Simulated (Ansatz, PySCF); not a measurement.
Reaction R1 → 2 P1, each structure at its B3LYP-D3(BJ)/def2-SVP stationary point, reached from a drawn start (curvature not checked).
R1: C4F8 (SMILES FC1(F)C(F)(F)C(F)(F)C1(F)F), charge 0, multiplicity 1.
P1: C2F4 (SMILES FC(F)=C(F)F), charge 0, multiplicity 1.

P less R. No zero-point or thermal terms.

Frozen-core correlation throughout.

Programs: Ansatz (Gaussian basis) for Hartree–Fock, density functionals and correlated methods; PySCF for the D3/D4 terms. Each number belongs to the level named beside it.

**Question.** Predict the reaction energy from r2SCAN/def2-TZVPP.

**Answer.** 213 kJ/mol

**Question.** Give the reaction energy at the level PBE0-D4/def2-TZVPP.

**Answer.** 220 kJ/mol

**Question.** Predict the reaction energy from CCSD(T)/cc-pVDZ.

**Answer.** 211 kJ/mol

Ansatz is a program for electronic structure.
